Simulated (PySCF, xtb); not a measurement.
germylmethylsilane (CH₈GeSi), SMILES [SiH3][CH2][GeH3].

GFN2-xTB (xtb) at its own geometry gives an orbital gap of 5.94 eV and a dipole moment of 0.91 D.

The structure is a stationary point at B3LYP-D3(BJ)/def2-SVP.

### Question
What does CAM-B3LYP/def2-TZVP (PySCF) give? (Estimate from the structure and the level; the computed values follow.)

### Answer
gap 11.11 eV (levels -9.92 and 1.19 eV), dipole 0.78 D.
